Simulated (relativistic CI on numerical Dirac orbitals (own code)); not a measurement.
# Nb³⁺: 3d photoemission

Computed with this model: Dirac-Coulomb-Breit CI, KLI orbitals optimised for each configuration, model QED (radiative potential, 1s self-energy scaled to tabulated hydrogen-like ionisation energies), valence Slater integrals scaled by 0.8, multiplet model of photoemission in the sudden approximation; configurations [Kr] 4d2 → [Ar] 3d9 4s2 4p6 4d2; 80 K; Lorentzian 0.3 eV and Gaussian 0.5 eV FWHM. Energies are those of the free ion, without screening or charge transfer. The energies are binding energies and can lie tens of eV above those of solids. S is read from ⟨S²⟩ = S(S + 1).

Field parameters in Wybourne normalisation: D4h B²₀ = −7Ds, B⁴₀ = 21(Dq − Dt), B⁴₄ = 21√(5/14) Dq; Oh B⁴₀ = 21Dq, B⁴₄ = √(5/14) B⁴₀; Td as Oh with Dq negative (B⁴₀ = 21Dq, B⁴₄ = √(5/14) B⁴₀). The field is a parameter set, without covalency.

Computed curve for D4h, 10Dq = 22900, Ds = 310, Dt = 1170 cm⁻¹, scaled to 100 at the maximum (points under 2 are left out and the grid is thinned):

| Energy (eV) | Intensity |
| --- | --- |
| 242.5 | 2.2 |
| 242.7 | 2.8 |
| 242.9 | 3.8 |
| 243.1 | 5.5 |
| 243.3 | 9.3 |
| 243.5 | 18.4 |
| 243.7 | 38.5 |
| 243.9 | 66.9 |
| 244.1 | 89.8 |
| 244.3 | 100.0 |
| 244.5 | 94.6 |
| 244.7 | 71.6 |
| 244.9 | 43.3 |
| 245.1 | 23.7 |
| 245.3 | 14.3 |
| 245.5 | 10.5 |
| 245.7 | 9.2 |
| 245.9 | 9.5 |
| 246.1 | 11.5 |
| 246.3 | 15.6 |
| 246.6 | 31.8 |
| 246.8 | 50.7 |
| 247.0 | 65.2 |
| 247.2 | 65.2 |
| 247.4 | 52.1 |
| 247.6 | 34.1 |
| 247.8 | 19.8 |
| 248.0 | 11.9 |
| 248.2 | 8.1 |
| 248.4 | 5.8 |
| 248.6 | 4.1 |
| 248.8 | 3.2 |
| 249.0 | 2.9 |
| 249.2 | 2.8 |
| 249.4 | 2.4 |
| 255.3 | 2.3 |
| 255.5 | 3.1 |
| 255.7 | 3.2 |
| 255.9 | 2.9 |
| 256.1 | 2.1 |

The ground state has S = 1.00, and the centroid lies at 245.67 eV.
